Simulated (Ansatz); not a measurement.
Compare A (`[SiH3]N1BC1`) with its isomer B (`C=NB[SiH3]`).

Isolated molecules relaxed with PBE0-D4/def2-TZVP in Ansatz; ΔE leaves out vibrations. CCSD(T)/CBS is the MP2 limit (def2-TZVPP, def2-QZVPP) plus CCSD(T) − MP2 in def2-TZVPP, frozen cores. Functionals use def2-TZVPP. B3LYP here is the variant with VWN-RPA as its local correlation; programs differ in this. Each species was taken in one conformer, which may not be the lowest.

A:

Z-matrix (Å, degrees):
```
Si
N 1 1.718
H 1 1.486 2 109.8
H 1 1.484 2 108.6 3 120.4
H 1 1.486 2 109.8 3 -119.1
B 2 1.359 1 160.1 3 -121.0
C 2 1.499 1 135.0 3 59.5
H 6 1.183 2 142.6 1 0.4
H 7 1.089 2 115.5 1 67.9
H 7 1.089 2 115.5 1 -68.3
```

B:

```xyz
10

C     1.689    0.942    1.078
N     0.640    0.841    0.417
B    -0.489    0.693   -0.296
Si   -1.136   -1.167   -0.735
H     2.664    1.003    0.589
H     1.669    0.975    2.170
H    -1.077    1.677   -0.648
H    -1.226   -1.354   -2.211
H    -2.500   -1.391   -0.177
H    -0.234   -2.219   -0.188
```

Question: Which isomer does CCSD(T)/CBS put lower? Give the gap. (Estimate.)

Answer: The calculation gave: A, by 23.0 kJ/mol.

Question: Give E(B) − E(A) in kJ/mol with B3LYP-D4, PBE-D4, B2PLYP, CCSD(T)/def2-SVP, r2SCAN-D4, CCSD(T)/def2-TZVPP, BLYP-D4. (Best estimate.)

Answer: Ansatz gave: B3LYP-D4 6.0, PBE-D4 -1.7, B2PLYP 15.7, CCSD(T)/def2-SVP 2.0, r2SCAN-D4 11.7, CCSD(T)/def2-TZVPP 17.6, BLYP-D4 -9.3. The order is the other way round with PBE-D4, BLYP-D4.

Question: Does the order hold for the free energy at 298.15 K (harmonic terms from PBE0-D4)? (An estimate is asked.)

Answer: The calculation gave: Yes: G(B) − G(A) = +16.9 kJ/mol, for one conformer each.

Largest T1 diagnostic: 0.017.

From r2SCAN to r2SCAN0 (25 % exact exchange), in def2-TZVPP and without D4, E(B) − E(A) moves by +13.5 kJ/mol. Leaving LDA and LC-ωPBE aside and taking each functional with its dispersion term where it has one, the values, not all of them listed here, spread over 42.0 kJ/mol, from BLYP-D4 to PBE-QIDH. LDA lies +12.2 kJ/mol from PBE without D4.
